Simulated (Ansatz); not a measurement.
Total energies of ZnMeI (CH₃IZn) from Ansatz at PBE0-D4/def2-TZVP, gas phase (1 Eh = 27.2114 eV = 2625.5 kJ/mol). The reference geometry is relaxed at PBE0-D4/def2-TZVP.

```tsv
state	geometry	energy (Eh)
charge 0 singlet	reference	-2116.80664
charge 1 doublet	reference	-2116.44896
charge 1 doublet	relaxed at PBE0-D4/def2-TZVP	-2116.45451
free Zn atom (singlet)	–	-1779.14424
free C atom (triplet)	–	-37.80537
free H atom (doublet)	–	-0.50104
free I atom (doublet)	–	-297.69312
```

In the def2 sets I takes a core potential; there is no spin–orbit coupling.

Question: Work out the vertical ionisation energy to the doublet.

Answer: E(charge 1 doublet) − E(charge 0 singlet) = -2116.44896 − (-2116.80664) = 0.35768 Eh = 9.73 eV. For comparison, −ε of the highest occupied level is 7.52 eV at this level, 2.21 eV less.

Question: How much does the charge 1 doublet relax, and what is the adiabatic ionisation energy?

Answer: Relaxation: -2116.44896 − (-2116.45451) = 0.00555 Eh = 0.15 eV. Adiabatic ionisation energy: 0.35213 Eh = 9.58 eV, without zero-point energy. 

Question: What is the binding energy per atom against free atoms?

Answer: Atoms: 1 × (-1779.14424) + 1 × (-37.80537) + 3 × (-0.50104) + 1 × (-297.69312) = -2116.14585 Eh. Binding: -2116.14585 − (-2116.80664) = 0.66079 Eh = 17.98 eV, or 3.00 eV for each of 6 atoms (no zero-point energy, no counterpoise term).
